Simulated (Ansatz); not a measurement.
CH4N2S, charge -1, doublet, at a GFN2-xTB geometry (a state made from the parent by changing its charge; the spin is typed, not shown lowest) (a gas-phase anion, which may not be bound at this level); REVPBE/6-311G** (Ansatz, a quantum-chemistry and plane-wave program).

Ansatz was given this input:
Ansatz 0.2 input:
```yaml
crystal:
  periodic: [false, false, false]
  atoms:
    - {symbol: N, position_ang: [0.83763968, -1.28348792, -0.48846472]}
    - {symbol: C, position_ang: [0.00201967, -0.34155645, 0.23628015]}
    - {symbol: N, position_ang: [-1.32737838, -0.86830023, 0.39517807]}
    - {symbol: S, position_ang: [0.26941677, 1.33387003, -0.02585765]}
    - {symbol: H, position_ang: [1.00104477, -2.10490704, 0.09543522]}
    - {symbol: H, position_ang: [1.72885507, -0.82530996, -0.65500500]}
    - {symbol: H, position_ang: [-1.70737859, -1.19779798, -0.50084565]}
    - {symbol: H, position_ang: [-1.91713687, -0.10204959, 0.70946353]}
basis:
  gaussian:
    orbitals: 6-311G__.json
hamiltonian:
  xc: revpbe
total_charge: -1
magnetization: {spin_polarized: true, initial_magnetization: 1}
accuracy: high
```
The basis file holds 6-311G** in the JSON format of the Basis Set Exchange.

Output, abridged:

```
Functional definition: revPBE
2087 factors; integrals over basis functions are off by at most 1.4e-8 eV
mean field evaluation 1: about -14911.7188 eV, gradient 3.0e1 eV
mean field evaluation 2: about -14905.5188 eV, gradient 4.8e1 eV
mean field evaluation 4: about -14915.2545 eV, gradient 3.5e0 eV
mean field evaluation 8: about -14915.3095 eV, gradient 1.1e-1 eV
mean field evaluation 16: about -14915.3095 eV, gradient 4.0e-5 eV
mean field -14915.30951585 eV, -548.1275147476 hartree, gradient 3.0e-8 eV, S^2 0.752742; 1 other end points of the search recorded, 0 dependent functions left out
reference -14915.30952001 eV, -548.1275149005 hartree; 21, 20 occupied and 84, 85 virtual orbitals, 2087 factors
Total energy: -14915.30952001 eV, -548.1275149005 hartree
```
